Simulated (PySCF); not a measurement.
**Relaxation of triplet WFCl**

Computed with UPBE0 in PySCF with W def2-TZVP with ECP60, F def2-TZVP, Cl def2-TZVP; scalar-relativistic core potentials, no spin–orbit coupling; density-fitted integrals. A (50,194) grid was used.

A hand-made bent start, of Cs symmetry, held to at least that symmetry:

```xyz
3
charge 0 multiplicity 3, angstrom
W    -0.1527    0.0000   -0.2910
F    -1.7992    0.0000    0.8619
Cl    1.7805    0.0000    1.0626
```

Optimiser trace:
| step | E − E(last) (kJ/mol) | largest gradient (Eh/bohr) |
| --- | --- | --- |
| 0 | 98.65 | 0.07407 |
| 1 | 41.14 | 0.03352 |
| 2 | 21.17 | 0.01286 |
| 3 | 9.85 | 0.01939 |
| 4 | 5.17 | 0.01553 |
| 5 | 0.86 | 0.00576 |
| 6 | 0.44 | 0.00185 |
| 7 | 0.29 | 0.00278 |
| 8 | 0.19 | 0.00267 |
| 9 | 0.08 | 0.00121 |
| 10 | 0.03 | 0.00071 |
| 11 | 0.01 | 0.00045 |
| 12 | 0.00 | 0.00007 |

It ends at C∞v with W–Cl 2.206 Å, W–F 1.831 Å; Cl–W–F 180.0°. A frequency run shows a minimum.

Final geometry:
Z-matrix (Å, degrees; charge 0 multiplicity 3):
```
W
F  1 1.8311
Cl 1 2.2057 2 180.00
```

With open d or f shells other occupations or spin states may lie lower. At this level a quintet minimum of Cs symmetry lies 39 kJ/mol below this structure. No spin–orbit coupling is included, which matters more the heavier the element.

The relaxation took 32 s on 4 threads of a shared Arm Neoverse V1 host, with 108 basis functions and 14 gradients; the process peaked at 0.61 GiB.
